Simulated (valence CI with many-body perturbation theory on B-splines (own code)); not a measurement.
## Ru³⁹⁺ in brief

Level of theory: configuration interaction combined with many-body perturbation theory (CI+MBPT): three valence electrons over a frozen Dirac-Fock core [He], radial functions for each j: 9 s, 9 p, 8 d, 6 f, 3 g, 1 h, with the one-electron correlation potential Σ1, the two-electron term Σ2, the three-electron term Σ3, Breit, model QED; selected CI, second order for the rest, scaled by the run's own slope (own B-spline code, finite nucleus).

No measured spectrum was set against this ion. As an estimate, large intervals hold to a few tenths of a per cent, small ones and those within an open d or f shell to about a per cent.

Levels are named by their leading jj configuration (3d3/2^4 stands for four electrons in 3d with j = 3/2), which in mixed levels can hold well under half, so a name can repeat and another be missing.

Rates and lifetimes use the calculated energies. Strong lines usually hold to 10 to 20 %, long lifetimes can be off by a factor of two.

(1) What is the ground level?

(2) Name the longest-lived excited levels whose lifetime is computed, and their main decay.

(3) What is the ionisation energy?

(4) How well does LS coupling describe the low levels?

(5) Among levels below 29188 × 10³ cm⁻¹, which E1 lines absorb most strongly from the ground level?

Results:

(1) (2s^2 2p1/2) J=1/2, composition 99 % 2s2 2p 2P°, g = 0.650.

(2) (2s^2 2p3/2) J=3/2 at 1180.5 × 10³ cm⁻¹ lives 59.0 ns, mostly by M1 to (2s^2 2p1/2) J=1/2; (2s 2p1/2 2p3/2) J=3/2 at 1864.9 × 10³ cm⁻¹ lives 1.80 ns, mostly by E1 to (2s^2 2p1/2) J=1/2; (2s 2p1/2 2p3/2) J=5/2 at 2065.0 × 10³ cm⁻¹ lives 441 ps, mostly by E1 to (2s^2 2p3/2) J=3/2.

(3) 5863.5 eV; NIST lists 5861 ± 4 eV (semi-empirical).

(4) Among the lowest 20 levels the leading LS term, summed over configurations, holds 77 % on average. For single configurations the figures are 76 % in LS and 95 % in jj coupling. Terms mix most in the J = 3/2 level at 3464.0 × 10³ cm⁻¹, where the leading one holds 42 %.

(5) to (2s^2 3d3/2) J=3/2 at 0.3643 nm, f = 0.757; to (2s 2p1/2 3p3/2) J=3/2 at 0.3571 nm, f = 0.208; to (2s 2p1/2 3p3/2) J=1/2 at 0.3577 nm, f = 0.135.
